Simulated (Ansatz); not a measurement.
Zn₃O₃. Total charge 0; triplet. Geometry r2SCAN-D4/def2-SVP, that of the neutral singlet; atoms count from 1.

```xyz
6

Zn   -1.3317   -0.3885    0.5815
Zn    0.5907    1.3485    0.3082
Zn    0.7409   -0.9600   -0.8899
O    -0.9892    1.2818    1.1882
O     1.7781    0.5186   -0.7763
O    -0.7887   -1.8005   -0.4117
```

At PBE0-D4/def2-TZVP a singlet of charge 0 lies 3.54 eV below the triplet at the same geometry. The structure comes from a short search, and lower isomers may exist.

(1) Estimate the Mulliken populations from the PBE0/def2-TZVP orbitals of Ansatz.

(2) Where does the spin sit?

(3) And the Mayer bond orders between heavy atoms (over 0.3)?

Results:

(1) 
```
atom  charge (e)  spin (α − β)  d electrons
 Zn1        0.45          0.36        10.02
 Zn2        0.45          0.36        10.02
 Zn3        0.52          0.19        10.05
  O4       -0.28          0.82            –
  O5       -0.57          0.14            –
  O6       -0.57          0.14            –
```
Mulliken values depend strongly on the basis.

(2) Summed by element: Zn 0.91, O 1.09, of 2 unpaired in all. Largest on single atoms: O4 0.82, Zn1 0.36, Zn2 0.36.

(3) Zn1–Zn2 0.31 (2.61 Å); Zn1–O4 0.64 (1.81 Å); Zn1–O6 0.98 (1.81 Å); Zn2–O4 0.64 (1.81 Å); Zn2–O5 0.98 (1.81 Å); Zn3–O5 0.90 (1.81 Å); Zn3–O6 0.90 (1.81 Å).
